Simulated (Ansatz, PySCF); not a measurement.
This Ansatz (a quantum-chemistry and plane-wave program) input computes a PBE0/def2-TZVPD energy:

Ansatz 0.2 input:
```yaml
crystal:
  periodic: [false, false, false]
  atoms:
    - {symbol: N, position_ang: [-0.00000000, -0.00000000, -1.00555951]}
    - {symbol: P, position_ang: [0.00000000, 0.00000000, 0.46926111]}
basis:
  gaussian:
    orbitals: def2-TZVPD
hamiltonian:
  xc: {name: PBE0}
total_charge: 1
magnetization: {spin_polarized: true, initial_magnetization: 1}
output: {forces: true}
```

Task: Write an input for the same energy in PySCF and say what it gives.

Result: 
```python
from pyscf import gto, scf, dft

mol = gto.M(
    atom='''
    N    -0.00000000   -0.00000000   -1.00555951
    P     0.00000000    0.00000000    0.46926111
    ''',
    basis='def2-tzvpd',
    charge=1,
    spin=1,
    symmetry='C2v',
    verbose=4,
)

mf = dft.UKS(mol, xc='pbe0').density_fit(auxbasis='def2-universal-jkfit')
mf.grids.level = 3
mf.conv_tol = 1e-9
mf.max_cycle = 100
mf.max_memory = 1500
mf.kernel()
if not mf.converged:
    mf = mf.newton()
    mf.kernel(mf.make_rdm1())
mf.analyze()
```
It gives -395.46663 Eh, and Ansatz -395.46663 Eh, a difference of 0.00 mEh.
